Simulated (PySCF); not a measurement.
Al(Me)(H) (CH₄Al), SMILES [CH3][AlH+], charge +1. Geometry: PBE0-D3(BJ)/def2-TZVP. The spin state was assumed, not searched. The isomer is the one that the SMILES or the coordinates give; other isomers of the formula were not compared.

Computed equilibrium geometry at PBE0-D3(BJ)/def2-TZVP (PySCF confirms it by a frequency run) as bond lengths and angles, and its point group:
point group C3v.
Atoms: Al1 C2 H3 H4 H5 H6. Bond lengths (Å): Al1–C2 1.899, Al1–H6 1.558, C2–H3 1.094, C2–H4 1.094, C2–H5 1.094. Angles (°): C2–Al1–H6 180.0, Al1–C2–H3 110.1, Al1–C2–H4 110.1, Al1–C2–H5 110.1, H3–C2–H4 108.8, H3–C2–H5 108.8, H4–C2–H5 108.8.
Charge +1, spin multiplicity 1.
